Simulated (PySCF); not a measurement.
Peak assignment

Bonds (- single, = double, # triple, : aromatic): C1-P2, P2=N3, P2-C4, C4-C5, C5-O6, O6-C7, C7-C8, C8-P2. C1 carries H9, H10, H11; N3 carries H12; C4 carries H13, H14; C5 carries H15, H16; C7 carries H17, H18; C8 carries H19, H20.

One averaged value for each set of equivalent atoms, relativity neglected, a single conformation, in vacuum. Geometry: GFN2-xTB; NMR shieldings at PBE0/pcSseg-1/GIAO; PySCF.

δ = σ(ref) − σ, references computed at the same level: 13C, 1H against TMS.

Task: Assign these signals to the numbered atoms. 13C{1H} NMR (computed): δ 68.3, 38.3, 20.4.

Result: 
| δ (ppm) | atoms | environment | reason |
| --- | --- | --- | --- |
| 68.3 | C5/C7 | sp3 CH2 bonded to O | deshielded by the electronegative neighbour |
| 38.3 | C4/C8 | sp3 CH2 bonded to P | – |
| 20.4 | C1 | methyl carbon bonded to P | – |

Task: Assign these signals to the numbered atoms. 1H NMR (400 MHz, computed): δ 4.38 (m, 2H), 3.76 (m, 2H), 1.71 (m, 2H), 1.39 (m, 3H), 1.17 (m, 2H), 1.10 (br s, 1H).

Result: 
| δ (ppm) | atoms | environment | reason |
| --- | --- | --- | --- |
| 4.38 | H16/H17 | hydrogen on an sp3 CH2 bonded to O | its carbon carries O, which withdraws density |
| 3.76 | H15/H18 | hydrogen on an sp3 CH2 bonded to O | – |
| 1.71 | H14/H20 | hydrogen on an sp3 CH2 bonded to P | – |
| 1.39 | H9/H10/H11 | hydrogen on a methyl carbon bonded to P | – |
| 1.17 | H13/H19 | hydrogen on an sp3 CH2 bonded to P | – |
| 1.10 | H12 | hydrogen on a nitrogen bonded to P | exchangeable; this is the value without hydrogen bonding to other molecules |

H13/H19 and H12 lie closer than the usual error of such a calculation, so a measured spectrum could show them in the other order.

Exchangeable OH/NH protons stand at their gas-phase positions; hydrogen bonding in a real sample shifts them, mostly to higher δ. Splittings by 31P in the carbon and heteronuclear signals aren't shown, as no couplings were computed. Shifts are as computed. Against solution values, carbons near 30 ppm lie about +3 ppm off and those near 130 ppm about +5 ppm. Of 1211 compounds with measured shifts, 218 miss one by over three times the rms of a fit or turn the order of signals round; such compounds aren't used in these exercises. No couplings were computed; multiplicities are counted from neighbouring protons, with m where these are inequivalent, close in shift, in a saturated or five-membered ring or joined by F or P, and br s for small geminal =CH2 splittings.
